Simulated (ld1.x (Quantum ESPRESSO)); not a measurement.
What one change does to a pseudopotential (tellurium (Te), TM)

ld1.x (Quantum ESPRESSO) 7.5 input, shortened:

```
&input
   title='Te', zed=52., rel=1, dft='BLYP', iswitch=3,
   config='[Kr] 4d10 5s2 5p1'
 /
 &inputp
   pseudotype=2, tm=.true., lloc=0,
   nlcc=.true., new_core_ps=.true., rcore=1.55
 /
2
5P  2  1   1.00   0.00  2.05  2.05  0.0
5S  1  0   2.00   0.00  1.65  1.65  0.0
 &test
   configts(1)='5s2 5p1'
 /
```

Change: all radii but the core radius scaled by about 0.87 (s 1.44, p 1.78 bohr).

Cutoffs: the cutoffs (Ry, on a coarse ladder) from which the occupation-weighted sum of valence levels, in a spherical-Bessel basis at the reference potential, stays within 10 and 1 mRy of its value at 400 Ry; they do not see the model core or the augmentation charge, which bear on the density cutoff. Errors are all-electron minus pseudo energies relative to the spin-unpolarised reference configuration.

What does the change do?

The potential gets harder (30 Ry and 60 Ry → 60 Ry and 120 Ry); of the 7 tests that both files solve, the error grows in 3 and shrinks in 0 by more than 15 % and 0.3 meV (median size 17.7 → 19.2 meV); neither file shows a bound ghost. A smaller radius makes the pseudo-wave follow the all-electron one further in, where it bends more sharply, so more plane waves are needed. That the errors move this way runs against the usual rule that smaller radii transfer better.

```tsv
quantity	base	changed
cutoff, loose	30 Ry	60 Ry
cutoff, tight	60 Ry	120 Ry
loose cutoff by channel (10 mRy a level)	p 15 Ry, s 25 Ry	p 15 Ry, s 40 Ry
bound ghosts	none	none
error for 5s2 5p4, meV [ΔE -54.25 eV]	-26	-30
error for 5s2 5p3, meV [ΔE -44.67 eV]	-18	-19
error for 5s2 5p2, meV [ΔE -26.86 eV]	-4.1	-4.4
error for 5s2 5p0, meV [ΔE 36.56 eV]	-33	-32
error for 5s1 5p5, meV [ΔE -44.94 eV]	-5.3	-14
error for 5s0 5p6, meV [ΔE -35.42 eV]	-5.4	-18
error for 5s2 5p3.5, meV [ΔE -50.43 eV]	-23	-26
```
